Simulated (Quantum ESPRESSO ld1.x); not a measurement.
Results of a calculation; reference values are marked as such.
Orbital energies (hartree) of the hafnium ion Hf2+, [Xe] 4f14 5d2: non-relativistic, with first-order perturbation theory as ld1.x prints it (mass-velocity, Darwin and spin-orbit terms), and from the self-consistent Dirac equation with open shells shared by 2j + 1. Spin-unpolarised spherical Kohn-Sham, PW91, point nucleus, ld1.x of Quantum ESPRESSO 7.5.

| orbital | non-rel. | first order | Dirac |
|---|---|---|---|
| 1s1/2 | -2213.07 | -2388.83 | -2396.87 |
| 2s1/2 | -361.791 | -408.488 | -410.103 |
| 2p1/2 | -346.363 | -391.618 | -391.691 |
| 2p3/2 | -346.363 | -355.170 | -347.874 |
| 3s1/2 | -82.1163 | -93.9536 | -93.8646 |
| 3p1/2 | -75.0151 | -86.1451 | -85.7060 |
| 3p3/2 | -75.0151 | -78.4383 | -76.3162 |
| 3d3/2 | -61.7730 | -64.7331 | -62.5137 |
| 3d5/2 | -61.7730 | -62.7119 | -60.4661 |
| 4s1/2 | -16.4525 | -19.4046 | -19.3514 |
| 4p1/2 | -13.5253 | -16.1361 | -16.0098 |
| 4p3/2 | -13.5253 | -14.4086 | -13.8602 |
| 4d3/2 | -8.2134 | -8.8620 | -8.3707 |
| 4d5/2 | -8.2134 | -8.4775 | -7.9771 |
| 4f5/2 | -1.3939 | -1.5076 | -1.2091 |
| 4f7/2 | -1.3939 | -1.4382 | -1.1449 |
| 5s1/2 | -2.5750 | -3.0553 | -3.0135 |
| 5p1/2 | -1.7698 | -2.1155 | -2.0683 |
| 5p3/2 | -1.7698 | -1.8893 | -1.7817 |
| 5d3/2 | -0.6371 | -0.6755 | -0.6286 |
| 5d5/2 | -0.6371 | -0.6533 | -0.6073 |

First order keeps the non-relativistic potential frozen, so it lacks the indirect effect: the contracted s and p shells screen the nucleus better and push d and f levels up in the self-consistent Dirac solution.
